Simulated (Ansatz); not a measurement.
`[OH][GeH2][GeH3]` + `NC=O` → `O=C[NH][GeH3]` + `[OH][GeH3]` at 500 K and 1 bar (cleavage of the Ge–Ge bond).

Isolated molecules relaxed with PBE0-D4/def2-TZVP in Ansatz; ΔE leaves out vibrations. CCSD(T)/CBS adds triple-zeta CCSD(T) − MP2 to the extrapolated MP2 energy (def2 sets, frozen cores). This one scheme is used for every species. For Ge outer-core shells are correlated without core-valence functions, which leaves a few kJ/mol of doubt a bond. Scalar relativity is left out up to krypton. One conformer a species, not always the lowest.

| species | CCSD(T)/CBS energy (Eh) | H − E (kJ/mol) | S (J/(mol·K)) |
| --- | --- | --- | --- |
| `[OH][GeH2][GeH3]` | -4231.02019 | 182.7 | 410.6 |
| `NC=O` | -169.73435 | 144.8 | 288.7 |
| `O=C[NH][GeH3]` | -2247.05298 | 195.4 | 372.4 |
| `[OH][GeH3]` | -2153.69723 | 124.0 | 309.0 |

H − E and S are ideal-gas, rigid-rotor, harmonic terms from PBE0-D4/def2-TZVP, for one conformer and one mirror image of each species. 1 Eh = 2625.50 kJ/mol, R = 8.31446 J/(mol·K).

Problem. By hand: ΔE, ΔH, ΔS and ΔG.

Solution. ΔE = (-2247.05298) + (-2153.69723) − (-4231.02019) − (-169.73435) = 0.00433 Eh = 11.4 kJ/mol. Δ(H − E) = 195.4 + 124.0 − 182.7 − 144.8 = -8.1, so ΔH = 3.3 kJ/mol. ΔS = 372.4 + 309.0 − 410.6 − 288.7 = -17.9 J/(mol·K). ΔG = 3.3 − 500 × (-17.9)/1000 = 12.2 kJ/mol.

Problem. By hand: the equilibrium constant, and the temperature at which ΔG would vanish if ΔH and ΔS stayed fixed.

Solution. log₁₀ K = −ΔG/(RT ln 10) = -1.3. ΔH and −TΔS have one sign here, so there is no such temperature.

TΔS isn't small against ΔH here. A doubt of 5 kJ/mol in ΔE shifts log₁₀ K by 0.5 here. Other conformers and mirror images would add mixing entropy, several J/(mol·K) or more a flexible species. These are equilibria of isolated gas molecules and say nothing of rates. Largest T1 diagnostic: 0.016 (customary marks: 0.02 for closed shells, 0.045 for open ones).
